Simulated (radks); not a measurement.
Values are calculated unless marked as measured or tabulated.
Task: The mean radii <r> (bohr) of the occupied orbitals of an atom or ion are listed with their occupations. Level of theory: Dirac Kohn-Sham, PBE, spin-unpolarised, spherical densities, point nucleus (a radial shooting solver on a logarithmic mesh with Libxc functionals).

orbital  occ.     <r>
1s1/2       2  0.1763
2s1/2       2  0.9615
2p1/2       2  0.9822
2p3/2       2  0.9839

Name the element and its charge. Open shells, if any, fill j = l - 1/2 first.

Result: Z = 9, fluorine, charge +1: F+ in [He] 2s2 2p4. The 1s radius gives Z: for a bare nucleus <r> = (2 gamma + 1)/(2Z) with gamma = sqrt(1 - (Z/c)^2), 0.1664 bohr for Z = 9, and screening makes it slightly larger (0.1763 here). The occupations add up to 8, and the charge is Z minus that.
